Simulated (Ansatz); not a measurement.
Reaction (formal exchange of groups at a B–N bond): `NB(F)F` + `[SnH4]` → `F[B](F)[SnH3]` + NH₃

Program: Ansatz. Geometries: PBE0-D4/def2-TZVP. ΔE: electronic, gas phase. CCSD(T)/CBS adds triple-zeta CCSD(T) − MP2 to the extrapolated MP2 energy (def2 sets, frozen cores). This one scheme is used for every species. DFT in def2-TZVPP. B3LYP here is the variant with VWN-RPA as its local correlation; programs differ in this. Elements past krypton have def2 core potentials. For Sn outer-core shells are correlated without core-valence functions, which leaves a few kJ/mol of doubt a bond. Each species was taken in one conformer, which may not be the lowest.

```csv
level,ΔE (kJ/mol)
B3LYP-D4,128.6
BLYP,122.5
PBE0,126.6
r2SCAN0,134.5
```

Q: What does CCSD(T)/CBS give? (Best estimate.)

A: The calculation gave: +120.1 kJ/mol. The listed levels differ from it by 8.5, 2.4, 6.5, 14.4 kJ/mol.

Largest T1 diagnostic among the species: 0.014.

From BLYP to BHLYP (50 % exact exchange), in def2-TZVPP and without D4, ΔE moves by +17.2 kJ/mol. Leaving LDA and LC-ωPBE aside and taking each functional with its dispersion term where it has one, the values, not all of them listed here, spread over 21.8 kJ/mol, from revPBE-D4 to B97M-V. LDA lies +14.2 kJ/mol from PBE without D4.
